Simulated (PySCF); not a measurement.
Se(F)(NH2), SMILES [Se](N)F, PBE0/def2-SVP optimised geometry. Atoms within 1.6 Å of the plane z = 0.8 Å (x, y, z in Å): Se1 (-0.91, -0.87, 0.00), F2 (-1.33, 0.87, 0.00), N3 (0.85, -0.87, 0.00), H4 (1.33, -0.58, 0.85).

Method: PBE0/def2-TZVP (PySCF).

Map of the electron localisation function on the plane z = 0.8 Å:

```
|000000000000000000000000000|
|000000000000000000000000000|
|000000000000000000000000000|
|000000000000000000000000000|
|000000000000000000000000000|
|000000001100000000000000000|
|000001122221000000000000000|
|000012345442100000000000000|
|000023566654100000000000000|
|000124677764100000000000000|
|000124677753000000100000000|
|000013455531000012332000000|
|000001122211000246765200000|
|000000012233212368988520000|
|000001245666432489999730000|
|000014678777633589999730000|
|000146888667633589999630000|
|000258999777633478987510000|
|000258999988532467765200000|
|000257899987422456543100000|
|000146889886311355432000000|
|000024677764111244421000000|
|000002355532000133321000000|
|000000122210000012210000000|
|000000000000000000000000000|
|000000000000000000000000000|
|000000000000000000000000000|
```
Scale: ten equal steps from 0.000 (start of '0') to 0.999 (end of '9'), in the order '0123456789'; x runs from -3.50 to 3.50, y from -3.50 (bottom) to 3.50 (top).
